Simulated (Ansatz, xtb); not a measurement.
## ClFHNSi2: where a starting geometry ends

The starting geometry of this gas-phase singlet has its atoms placed at random.

```xyz
6

Cl   -0.4631   -0.0152   -0.7233
F    -1.6115    0.5652    0.4799
N     1.0979    1.5048    0.9030
Si    0.6673   -0.2500    1.8903
Si    1.4983   -1.0424   -0.9347
H    -0.2519   -0.5060    0.7991
```

Q: One run relaxed it with r2SCAN-D4/def2-SVP. What is a likely outcome?

A: It loosens into ClNSi2 + FH, which stay close as a complex. Distances that change by over a tenth: N3–Si4 (2.06 → 1.61 Å). Contacts that open: Cl1–F2 (1.76 → 2.93 Å), Cl1–H6 (1.61 → 1.97 Å), Si4–H6 (1.45 → 2.69 Å). Contacts that close: F2–H6 (1.76 → 0.97 Å), N3–Si5 (3.17 → 1.69 Å).

The energy falls by 12.95 eV over 30 steps:

```csv
step,E − E(last) (eV)
1,12.950
4,7.457
7,2.769
11,0.870
14,0.532
17,0.286
20,0.041
24,0.003
27,0.000
30,0.000
```

Final geometry (Å):

```xyz
6

Cl   -0.5269   -0.3806   -1.4187
F    -1.3146    0.1179    1.3573
N     1.4691    0.2186    0.7507
Si    0.8055    0.4558    2.2023
Si    1.6515   -0.0967   -0.8955
H    -1.1476   -0.0586    0.4183
```

From the same start GFN2-xTB ends elsewhere, differing in F2–Si4 (1.60 against 2.31 Å here), F2–H6 (2.37 against 0.97 Å here), Si4–H6 (1.44 against 2.69 Å here).

From so rough a start the end depends on the optimiser's path, so another program may land elsewhere. No frequencies were run, so the end isn't proven a minimum. Run with Ansatz 0.2.0, 71 s on 1 thread of Intel(R) Xeon(R) 6975P-C (Granite Rapids), on a shared host.
